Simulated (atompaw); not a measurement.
## What one change does to a pseudopotential (Bi (Z = 83), PAW (atompaw))

| Quantity | Value |
| --- | --- |
| Element | bismuth |
| Generator | atompaw 4.2.0.5 |
| Type | PAW |
| Functional | LDA (PW92) |
| Relativity | scalar-relativistic |
| Frozen core | [Kr] 4d10 4f14 |
| Valence charge | 23 |
| Reference configuration | 5s2 5p6 5d10 6s2 6p1 (charge +2) |
| Partial waves | 5s (bound): rc 1.35 bohr; 6s (bound): rc 1.20 bohr; 5p (bound): rc 1.20 bohr; 6p (bound): rc 1.70 bohr; 5d (bound): rc 1.70 bohr; 5d channel at -2.9 Ry: rc 1.70 bohr |
| Local potential | troulliermartins scheme with l = 3 at 0 Ry, radius 1.60 bohr |
| Core correction | smooth core density matched at 1.25 bohr |
| Augmentation charge | besselshape compensation charge, radius 1.25 bohr; PAW radius 1.70 bohr; waves and projectors: custom polynom vanderbiltortho |

All-electron outer shells of the reference configuration (LDA (PW92), scalar-relativistic, ld1.x):

```csv
shell,level (eV),outermost node (bohr),outermost maximum (bohr)
5s,-175.70,0.44,0.77
4f,-170.67,–,0.34
5p,-113.62,0.48,0.86
5d,-44.72,0.51,1.03
6s,-31.12,0.98,1.83
6p,-19.54,1.14,2.27
```

Change: reference 5s2 5p6 5d10 6s1 6p4.

Cutoffs: the cutoffs (Ry, on a coarse ladder) from which the occupation-weighted sum of valence levels, in a spherical-Bessel basis at the reference potential, stays within 10 and 1 mRy of its value at 400 Ry; they do not see the model core or the augmentation charge, which bear on the density cutoff.

**Question.** What does the change do?

**Answer.** The potential gets neither clearly harder nor softer (70 Ry and 100 Ry → 70 Ry and 90 Ry); the range in which the p phases agree widens (upper end 1.4 → 2.4); neither file shows a bound ghost.

```csv
quantity,base,changed
"cutoff, loose",70 Ry,70 Ry
"cutoff, tight",100 Ry,90 Ry
bound ghosts,none,none
s: phases at 1.70 bohr within 0.05 rad from the reference energy up to (Ry; the scan ends near 5),3.0,4.0
p: phases at 1.70 bohr within 0.05 rad from the reference energy up to (Ry; the scan ends near 5),1.4,2.4
d: phases at 1.70 bohr within 0.05 rad from the reference energy up to (Ry; the scan ends near 5),to the end of the scan,to the end of the scan
lowest overlap eigenvalue by channel,"s 0.36, p 0.61, d 0.92","s 0.36, p 0.61, d 0.92"
```

 The cutoffs see the waves, projectors and local potential, not the compensation charge or the core.
